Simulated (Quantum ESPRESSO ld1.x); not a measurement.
Species: Er XXXIII. Configuration: [Kr]. All-electron calculation, Dirac Kohn-Sham, relativistic LDA (MacDonald-Vosko exchange, VWN5 correlation), spin-unpolarised, spherical densities, point nucleus. Program: ld1.x of Quantum ESPRESSO 7.5.

Radial electron density D(r) = 4 pi r^2 rho(r):

r (bohr)  D(r) (e/bohr)
0.00247           21.12
0.002807          25.20
0.003165          29.56
0.003569          34.47
0.004024          39.91
0.004537          45.86
0.005115          52.24
0.005768          58.92
0.006555          66.19
0.007391          72.90
0.008333          79.20
0.009396          84.78
0.01059           89.30
0.01194           92.45
0.01347           94.01
0.01531           93.87
0.01726           92.22
0.01946           89.56
0.02194           86.61
0.02474           84.33
0.02789           83.71
0.03145           85.60
0.03574           90.80
0.0403            98.27
0.04543           107.0
0.05123           115.0
0.05776           120.0
0.06512           120.3
0.07342           115.4
0.08345           105.7
0.09409           95.91
0.1061            89.14
0.1196            88.20
0.1349            93.18
0.1521            100.8
0.1714            105.8
0.1949            102.5
0.2197            89.67
0.2477            70.66
0.2793            51.51
0.3149            37.74
0.355             31.13
0.4003            29.18
0.455             27.35
0.513             22.92
0.5784            16.19
0.6521            9.373
0.7353            4.359
0.829             1.597
0.9347           0.4507
1.062           0.08519
1.198           0.01286
1.351          0.001361

D(r) has 3 maxima, at r = 0.0142, 0.0616, 0.176 bohr, and minima at 0.0272, 0.115 bohr, inside which lie 2.01, 11.05 electrons.
